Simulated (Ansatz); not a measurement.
C4H3F3, SMILES `FC1=C[C@H](F)[C@@H]1F` at its PBE0-D4/def2-TZVP geometry, where that method's forces vanish. Total charge 0; spin multiplicity 1.

```json
{"atom": "F1", "x (Å)": "-0.895", "y (Å)": "2.180", "z (Å)": "0.485"}
{"atom": "C2", "x (Å)": "-0.369", "y (Å)": "0.989", "z (Å)": "0.325"}
{"atom": "C3", "x (Å)": "0.126", "y (Å)": "0.086", "z (Å)": "1.170"}
{"atom": "C4", "x (Å)": "0.349", "y (Å)": "-0.896", "z (Å)": "0.058"}
{"atom": "F5", "x (Å)": "1.661", "y (Å)": "-1.163", "z (Å)": "-0.232"}
{"atom": "C6", "x (Å)": "-0.280", "y (Å)": "0.157", "z (Å)": "-0.910"}
{"atom": "F7", "x (Å)": "0.561", "y (Å)": "0.599", "z (Å)": "-1.889"}
{"atom": "H8", "x (Å)": "0.252", "y (Å)": "0.029", "z (Å)": "2.241"}
{"atom": "H9", "x (Å)": "-0.177", "y (Å)": "-1.852", "z (Å)": "0.125"}
{"atom": "H10", "x (Å)": "-1.228", "y (Å)": "-0.129", "z (Å)": "-1.374"}
```

(1) For each bond, give half the difference of the two atoms' forces along it (eV/Å; positive pushes the atoms apart) under PBE-D4, r2SCAN-D4, B3LYP-D4, ωB97M-V in def2-TZVPP. (An estimate is asked.)

Results:

(1) Computed: 
| bond | length (Å) | PBE-D4 | r2SCAN-D4 | B3LYP-D4 | ωB97M-V |
| --- | --- | --- | --- | --- | --- |
| F1–C2 | 1.312 | 0.43 | 0.26 | 0.33 | 0.30 |
| C2–C3 | 1.332 | 0.37 | 0.14 | -0.05 | -0.19 |
| C2–C6 | 1.491 | -0.16 | -0.09 | -0.02 | 0.03 |
| C3–C4 | 1.501 | -0.01 | 0.05 | 0.14 | 0.15 |
| C3–H8 | 1.080 | -0.13 | -0.16 | -0.16 | -0.10 |
| C4–F5 | 1.370 | 0.55 | 0.33 | 0.35 | 0.22 |
| C4–C6 | 1.563 | 0.05 | 0.08 | 0.10 | 0.03 |
| C4–H9 | 1.093 | 0.01 | -0.12 | -0.23 | -0.21 |
| C6–F7 | 1.364 | 0.53 | 0.31 | 0.36 | 0.22 |
| C6–H10 | 1.094 | -0.01 | -0.14 | -0.21 | -0.21 |

B3LYP here is the variant with VWN-RPA as its local correlation; programs differ in this.
